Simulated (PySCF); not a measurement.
O2Si, charge +1, doublet, at a GFN2-xTB geometry (a state made from the parent by changing its charge; the spin is typed, not shown lowest). Base run: R2SCAN/pcseg-1 (PySCF).

Input for PySCF:
```python
from pyscf import gto, scf, dft

mol = gto.M(
    atom='''
O    -1.48961561    0.17688023   -0.04245102
Si   -0.00491603   -0.05453814    0.03992787
O     1.49821866   -0.08143848   -0.02742276
''',
    basis='pcseg-1',
    charge=1,
    spin=1,
    verbose=4,
)

mf = dft.UKS(mol)
mf.xc = 'r2scan'
mf.kernel()
mf.analyze()
```

Variants of this job, named by their change:

| change | ΔE vs base (mEh) | fitting functions |
|---|---|---|
| base | 0.000 | - |
| auxbasis = cc-pvqz-jkfit | -0.027 | 360 |
| auxbasis = def2-universal-jkfit | -0.066 | 282 |
| auxbasis = cc-pvdz-jkfit | -0.052 | 252 |
| auxbasis = autoaux | -0.035 | 383 |
| auxbasis = even-tempered beta=2.0 | -0.037 | 425 |
| auxbasis = def2-universal-jfit | -0.232 | 149 |
| auxbasis = even-tempered beta=3.0 | -0.897 | 285 |
| auxbasis = cc-pvtz-ri | -13.606 | 284 |
| auxbasis = even-tempered beta=1.6 | -0.005 | 626 |

A fitting set is made for a task (jfit for Coulomb, jkfit for Coulomb and exchange, ri for correlation) and for a family of orbital bases.

Open shells are given as the SCF converged; they aren't shown to be the lowest states, and a large step between rows can be another state.
